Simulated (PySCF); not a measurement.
Species: C3H8SSeSi.
Numbering: `[SiH3:1][S:2][C@@H:3]1[CH2:4][CH2:5][Se:6]1` (hydrogens: H7, H8, H9 on Si1; H10 on C3; H11, H12 on C4; H13, H14 on C5)

Geometry (PBE0-D3(BJ)/def2-SVP, Å), atoms numbered from 1 in this order:
```xyz
14
C3H8SSeSi angstrom
Si     2.4177    0.3473    0.2097
S      1.3215   -0.6971    1.7413
C     -0.3851   -0.2387    1.3664
C     -1.0420   -0.8103    0.1041
C     -1.9221    0.3845   -0.2763
Se    -0.8260    1.6187    0.8075
H      1.8695    0.0918   -1.1555
H      2.5034    1.8143    0.4564
H      3.7786   -0.2560    0.3199
H     -0.9511   -0.4721    2.2798
H     -1.5689   -1.7656    0.2606
H     -0.2737   -0.9723   -0.6660
H     -1.9631    0.6364   -1.3440
H     -2.9409    0.3347    0.1325
```

Level: B3LYP/def2-SVPD in PySCF, non-relativistic, on one gas-phase PBE0-D3(BJ)/def2-SVP geometry that isn't relaxed in the solvent. The solvent is an IEF-PCM continuum (van der Waals radii × 1.2). Specific hydrogen bonds and non-electrostatic terms are outside this model. Spin–orbit coupling is left out although an atom past zinc is present.

Gas phase at B3LYP/def2-SVPD: HOMO -6.23 eV, LUMO -1.30 eV, dipole 2.09 D.

Q: What does the continuum do to the energy, the frontier levels and the dipole at B3LYP/def2-SVPD in chloroform and acetonitrile?

A: 
| solvent | ε | E(solvent) − E(gas) (kcal/mol) | polarisation term (kcal/mol) | distortion of the solute (kcal/mol) | HOMO (eV) | LUMO (eV) | dipole (D) |
| --- | --- | --- | --- | --- | --- | --- | --- |
| chloroform | 4.711 | -2.31 | -2.64 | 0.33 | -6.18 | -1.20 | 2.73 |
| acetonitrile | 35.69 | -3.25 | -3.95 | 0.70 | -6.18 | -1.18 | 3.01 |

The polarisation term is half the interaction of the solute with the surface charges that it induces; the rest is the cost of distorting the solute's density. The sum is the electrostatic part of solvation alone. From chloroform to acetonitrile the lowering changes by a factor 1.41, Onsager's factor (ε − 1)/(2ε + 1) by 1.35 and ε itself by 7.6.

Q: Which radius a makes the point-dipole formula ΔE = −[(ε − 1)/(2ε + 1)]·μ²/a³ give the value in acetonitrile, with the gas-phase dipole?

A: μ = 0.823 au and |ΔE| = 0.00518 Eh give a = 2.10 Å; the farthest nucleus lies 3.79 Å from the centroid of the nuclei, so such a sphere wouldn't even hold the nuclei. The formula assumes a rigid point dipole at the centre of a sphere.

Q: Give the dipole vector in the frame of the coordinates (D, pointing from negative to positive charge), gas and acetonitrile.

A: Gas (-1.52, -0.61, -1.30), solvent (-2.16, -1.01, -1.85). Its length changes by +44 % and its direction by 3°.

Q: How does the static polarisability (B3LYP/def2-SVPD, frozen core, with the continuum's full static response) change?

A: 
| medium | isotropic (au) | principal values (au) | ⟨r²⟩ of the electrons (bohr²) |
| --- | --- | --- | --- |
| gas | 111.8 | 97.3, 107.6, 130.5 | 1348.9 |
| chloroform | 145.4 | 128.1, 142.4, 165.8 | 1348.9 |
| acetonitrile | 163.0 | 146.1, 160.9, 182.0 | 1348.8 |

The isotropic value in acetonitrile is 1.46 times the gas-phase one; no cavity-field correction is applied. ⟨r²⟩ is taken about the centre of nuclear charge.

Time: 39 s. Hardware: one thread of an Arm Neoverse V2, shared host. This is the whole response run at B3LYP/def2-SVPD in acetonitrile, SCF included.
